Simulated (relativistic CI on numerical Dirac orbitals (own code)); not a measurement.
## d1 in a ligand field

Computed with a parametric ligand-field model of a d^n configuration (Racah B and C, spin-orbit zeta, crystal field), exact diagonalisation.

Field parameters in Wybourne normalisation: D3d B²₀ = −7Dσ, B⁴₀ = −14Dq − 21Dτ, B⁴₃ = −14√(10/7) Dq; Oh B⁴₀ = 21Dq, B⁴₄ = √(5/14) B⁴₀; Td as Oh with Dq negative (B⁴₀ = 21Dq, B⁴₄ = √(5/14) B⁴₀). The field is a parameter set, without covalency.

(1) Ground term and bands for B = 930, C = 3390, ζ = 0 cm⁻¹, Td, 10Dq = -11200 cm⁻¹?

(2) Ground term and bands for B = 640, C = 3140, ζ = 0 cm⁻¹, D3d, 10Dq = 18400, Dσ = 1200, Dτ = -10 cm⁻¹?

(3) Ground term and bands for B = 670, C = 3170, ζ = 0 cm⁻¹, Oh, 10Dq = 4100 cm⁻¹?

(4) Ground term and bands for B = 890, C = 4210, ζ = 0 cm⁻¹, Oh, 10Dq = 7000 cm⁻¹?

(5) Ground term and bands for B = 720, C = 2790, ζ = 0 cm⁻¹, D3d, 10Dq = 15150, Dσ = 220, Dτ = 150 cm⁻¹?

## Answers

(1) Ground term 2E with 1.00 electrons in the two orbitals of the cubic e set. Spin-allowed: 2T2 11200 cm⁻¹ (893 nm). Lowest spin-forbidden: none.

(2) Ground term 2A1 with 0.00 electrons in the two orbitals of the cubic e set. Spin-allowed: 2E 3363 cm⁻¹ (2974 nm), 2E 20887 cm⁻¹ (479 nm). Lowest spin-forbidden: none.

(3) Ground term 2T2 with 0.00 electrons in the two orbitals of the cubic e set. Spin-allowed: 2E 4100 cm⁻¹ (2439 nm). Lowest spin-forbidden: none.

(4) Ground term 2T2 with 0.00 electrons in the two orbitals of the cubic e set. Spin-allowed: 2E 7000 cm⁻¹ (1429 nm). Lowest spin-forbidden: none.

(5) Ground term 2A1 with 0.00 electrons in the two orbitals of the cubic e set. Spin-allowed: 2E 1660 cm⁻¹, 2E 16840 cm⁻¹ (594 nm). Lowest spin-forbidden: none.
